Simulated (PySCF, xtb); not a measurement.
C2H6GaNO, SMILES C=[CH][Ga]([NH2])[OH].

GFN2-xTB run with xtb 6.7.1 at its own geometry gives an orbital gap of 3.94 eV and a dipole moment of 1.67 D.

Geometry: PBE0-D3(BJ)/def2-SVP. The structure was generated by enumeration; whether it is a known compound was not checked. One conformer was computed; it need not be the lowest.

Task: What does PBE/def2-TZVP in PySCF give? (An estimate is asked for; the answer gives what the named calculation found.)

Result: gap 4.10 eV (levels -5.80 and -1.70 eV), dipole 2.05 D.
